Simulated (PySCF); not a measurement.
Gas-phase reaction: 2 TaCl₅ + 2 N + H₂ → 2 TaCl₃NH + 4 Cl

Energies from PySCF (xtb for GFN2), thermal terms from the rigid-rotor harmonic-oscillator model, ideal gas at 1 bar. † marks an energy on the PBE0/def2-TZVP geometry and frequencies; other levels use their own. MP2 freezes the core. Open shells (unrestricted): N (multiplicity 4), Cl (multiplicity 2, electronic degeneracy 6); the rest are closed-shell singlets. GFN2 has no spin-polarisation term. Spin-orbit splitting is ignored; it lowers the true energy and changes the entropy of Cl. Ta: scalar-relativistic def2 core potential, no spin-orbit coupling. TaCl₃NH: computed as isolated molecules; such fragments, hydroxides, amides, oligomers or adducts are transient or little studied in the gas. MP2 isn't extrapolated to the basis-set limit; its ΔH°(298 K) is 42.8 kJ in def2-SVP and 83.5 kJ in def2-TZVPP. The harmonic model lacks anharmonicity and excited electronic states, which grow with temperature; levels with a mode under 35 cm⁻¹ are left out. Soft modes under 120 cm⁻¹ make the harmonic entropy rough for TaCl₅, TaCl₃NH.

```
level               ΔE electronic, kJ  ΔH°(298 K), kJ  ΔS°(298 K), J/K  ΔG°(2500 K), kJ
------------------  -----------------  --------------  ---------------  ---------------
BLYP/def2-TZVP†                   -33              -6              159             -365
GFN2-xTB                         -385            -355              147             -680
HF/def2-TZVP†                     229             256              159             -104
MP2/def2-TZVPP†                    57              84              159             -276
PBE/def2-SVP                       35              60              159             -301
PBE/def2-TZVP†                     25              52              159             -308
PBE0/def2-QZVP†                    52              79              159             -281
r2SCAN/def2-TZVP†                 125             152              159             -208
LDA/def2-TZVP†                     76             103              159             -257
ωB97M-V/def2-TZVP†                 70              97              159             -263
ωB97X-V/def2-TZVP†                 45              72              159             -288
```
ΔH° is lowest at GFN2-xTB and highest at HF/def2-TZVP†. No reference value is set beside these.
